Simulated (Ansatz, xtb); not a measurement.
# Isomers of BBrH2O3Si in order of energy

5 gas-phase structures of BBrH2O3Si, found in a search over its isomers (lower ones may exist). Each was relaxed with GFN2-xTB; where two conformers were screened, the lower at r2SCAN-D4/def2-SVP is listed:

A. `O=[Si](Br)OBO`, a singlet
B. `O=[Si](O)OBBr`, a singlet
C. a singlet given by its coordinates
D. `O=[SiH]OB(O)Br`, a singlet
E. a singlet given by its coordinates

E (Å):

```xyz
8

B    -0.1469   -0.0301    0.7852
Br   -1.6605   -0.0579    4.1845
O    -0.2391    0.1450   -0.5149
O    -0.3490   -1.2013    1.5040
O     0.1825    0.9222    1.7792
Si    0.0303   -0.3202    2.8654
H    -0.0744    1.0276   -0.8468
H     1.2501   -0.7182    3.5079
```

Close contacts (Å): B1–O3 1.32, B1–O4 1.39, B1–O5 1.42, B1–Si6 2.11, Br2–Si6 2.16, O4–Si6 1.67, O5–Si6 1.66, O3–H7 0.96, Si6–H8 1.43.

C (Å):

```xyz
8

B    -3.0827   -1.0034    4.6959
Br   -0.0415   -2.5079    2.2135
O    -3.6260   -0.6754    5.7094
O    -2.5058   -1.3741    3.6101
O    -1.6268    0.1323    1.6911
Si   -1.9200   -1.3893    2.1173
H    -2.8706   -2.0786    1.2751
H    -1.0771    0.4150    0.9665
```

Close contacts (Å): B1–O3 1.20, B1–O4 1.28, Br2–Si6 2.19, O4–Si6 1.60, O5–Si6 1.61, O5–H8 0.95, Si6–H7 1.45.

Task: Make a reasoned guess at their ranking by r2SCAN-D4/def2-SVP single-point energy.

Result: Calculated order at r2SCAN-D4/def2-SVP: E (0.0), C (18.9), A (43.6), D (46.3), B (56.8) kcal/mol.

Energies above the lowest of each column, in kcal/mol:

```csv
structure,GFN2-xTB,HF/STO-3G,r2SCAN-D4/def2-SVP
E,13.4,0.0,0.0
C,0.0,32.0,18.9
A,14.3,77.9,43.6
D,7.6,80.6,46.3
B,14.6,103.9,56.8
```

r2SCAN-D4/def2-SVP puts E lowest; GFN2-xTB picks C. Some further structures that were screened fall inside this span and aren't listed. Flexible structures stand in one conformer each, not always the lowest. Frequencies (B3LYP-D3(BJ)/def2-SVP) were run for E alone.

Over these structures GFN2-xTB departs from r2SCAN-D4/def2-SVP by 16.3 kcal/mol on average once a common shift is removed. A GFN2-xTB relaxation took about 0.39 s and the r2SCAN-D4/def2-SVP energy about 2.3 s on a shared host (Ansatz 0.2.0, xtb 6.7.1).
